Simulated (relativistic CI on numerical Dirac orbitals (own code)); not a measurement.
## What each ingredient does to the levels of Te XXXIV

Base calculation: Dirac-Coulomb-Breit CI, KLI orbitals optimised for each configuration, QED by a radiative potential, unscaled Slater integrals.

Configuration list (outside the closed core [Ne]): 3s²3p⁶3d, 3s²3p⁵3d², 3s3p⁶3d², 3s²3p⁶4s, 3s²3p⁶4p, 3s²3p⁶4d, 3s²3p⁵3d4s, 3s²3p⁶4f, 3s²3p⁵3d4p, 3s²3p⁵3d4d, 3s3p⁶3d4s, 3p⁶3d²4p, 3s²3p⁵3d4f, 3s3p⁶3d4p, 3s²3p⁶5s, 3s3p⁶3d4d, 3s²3p⁶5p, 3s²3p⁶5d, 3s3p⁶3d4f, 3s²3p⁶5f, 3s²3p⁶5g, 3p⁶3d³, 3p⁵3d⁴, 3p⁵3d³4s, 3p⁶3d²4s, 3p⁵3d²4s², 3p⁶3d²4d, 3p⁵3d³4d, 3p⁵3d²4s4d. Double excitations out of closed p, d and f shells are left out; levels of such configurations are missing from the list, as are those of other unlisted configurations, and high levels can miss mixing partners. These lack a partner that the ground configuration has and come out too high: 3s²3p⁵3d4p, 3s²3p⁵3d4f.

Variants: (1) valence Slater integrals scaled by 0.9; (2) only the first 3 configurations. Shifts of the energy above 3s²3p⁶3d ²D3/2, in cm⁻¹, for the lowest level and the first level of each name with at least 55 % of one term (blank where a level changes its place among those of its configuration and J or its character, or is not in the variant):

| Level | Base | Δ(1) | Δ(2) |
| --- | --- | --- | --- |
| 3s²3p⁶3d ²D3/2 | 0 | 0 | 0 |
| 3s²3p⁶3d ²D5/2 | 112437 | +26 | +95 |
| 3s²3p⁵3d² ⁴D°1/2 | 1251741 | +14993 | -5150 |
| 3s²3p⁵3d² ⁴D°3/2 | 1262049 | +13201 | -4939 |
| 3s²3p⁵3d² ⁴G°9/2 | 1384774 | +10137 | -4033 |
| 3s²3p⁵3d² ⁴G°11/2 | 1423562 | +8668 | -3762 |
| 3s²3p⁵3d² ²H°11/2 | 1527423 | +3294 | -3775 |
| 3s²3p⁵3d² ²G°9/2 | 1591476 | -4085 | -4595 |
| 3s²3p⁵3d² ²P°1/2 | 1596240 | +190 | -5074 |
| 3s²3p⁵3d² ²F°5/2 | 1628846 | -5602 | -3073 |
| 3s3p⁶3d² ⁴F3/2 | 2849166 | +8490 | -2513 |
| 3s3p⁶3d² ⁴F5/2 | 2882291 | +7123 | -2614 |
| 3s3p⁶3d² ⁴F7/2 | 2950941 | +9137 | -2627 |
| 3s3p⁶3d² ⁴P1/2 | 2971708 | -896 | -2487 |

At this charge energies of transitions that change n are usually good to better than 1 %, and those within a shell (Δn = 0) to a few per cent.

Ionisation energy from the two ground configurations alone: base 2065.59 eV. The NIST ASD value (theoretical) is 2066 eV.

LS names give the leading component of a level, which can be under half, so a name can repeat, a term be missing and a line seem to break the LS rules.
